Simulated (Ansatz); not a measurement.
Consider the hydrogenolysis of the Si–N bond: `N[Si@H](F)N[Si@H](N)F` + H₂ → `N[SiH2]F` + `N[SiH](N)F`.

Gas-phase electronic energies from Ansatz, PBE0-D4/def2-TZVP geometries. CCSD(T)/CBS adds triple-zeta CCSD(T) − MP2 to the extrapolated MP2 energy (def2 sets, frozen cores). This one scheme is used for every species. DFT in def2-TZVPP. One conformer a species, not always the lowest.

`N[Si@H](F)N[Si@H](N)F`:

Z-matrix (Å, degrees):
```
Si
F 1 1.597
N 1 1.703 2 114.2
N 1 1.713 2 103.6 3 -118.9
H 1 1.482 2 105.8 3 117.4
Si 3 1.722 1 130.6 2 -67.4
H 3 1.011 1 114.3 2 110.1
H 4 1.009 1 118.7 2 -179.7
H 4 1.009 1 118.7 2 -40.1
N 6 1.683 3 107.6 1 -10.0
F 6 1.604 3 106.0 1 -133.4
H 6 1.478 3 114.5 1 113.5
H 10 1.004 6 123.7 3 156.0
H 10 1.009 6 121.7 3 -22.7
```

H₂:

Z-matrix (Å, degrees):
```
H
H 1 0.746
```

`N[SiH2]F`:

Cartesian coordinates in Å:
```
N 0.146 0.095 -1.033
Si 0.014 -0.003 0.654
F -1.317 -0.730 1.180
H 0.422 -0.695 -1.593
H -0.371 0.771 -1.570
H -0.037 1.372 1.197
H 1.143 -0.811 1.163
```

`N[SiH](N)F`:

Cartesian coordinates in Å:
```
N -1.165 -0.660 0.533
Si -0.055 0.543 0.077
N 1.291 -0.223 -0.606
F -0.903 1.494 -0.897
H -2.143 -0.449 0.642
H -0.880 -1.450 1.086
H 0.475 1.459 1.115
H 2.186 0.233 -0.652
H 1.194 -0.948 -1.298
```

| level | ΔE (kJ/mol) | difference from CCSD(T)/CBS |
| --- | --- | --- |
| PBE-D4 | 60.1 | -2.1 |
| ωB97X-V | 58.8 | -3.4 |
| ωB97M-V | 62.5 | 0.3 |
| r2SCAN | 61.9 | -0.3 |
| PBE0 | 48.8 | -13.4 |
| SCS-MP2/def2-TZVPP | 59.2 | -3.0 |
| CCSD(T)/def2-TZVPP | 61.6 | -0.6 |
| SCS-MP2/def2-QZVPP | 59.5 | -2.7 |
| MP2/CBS(def2) | 67.2 | 5.0 |
| CCSD/CBS(def2) | 57.1 | -5.1 |
| CCSD(T)/CBS | 62.2 | 0 |

Largest T1 diagnostic among the species: 0.011.

The D4 term adds +19.9 kJ/mol with B3LYP and +11.3 kJ/mol with PBE0; it sums over pairs of atoms, weighted by their polarisabilities, and B3LYP, whose exchange is more repulsive, gets the larger term. In def2-TZVPP, CCSD(T) changes the Hartree–Fock value by +23.7 kJ/mol (the triples alone add +5.0 kJ/mol) and MP2 by +28.7 kJ/mol.

B3LYP here is the variant with VWN-RPA as its local correlation; programs differ in this.
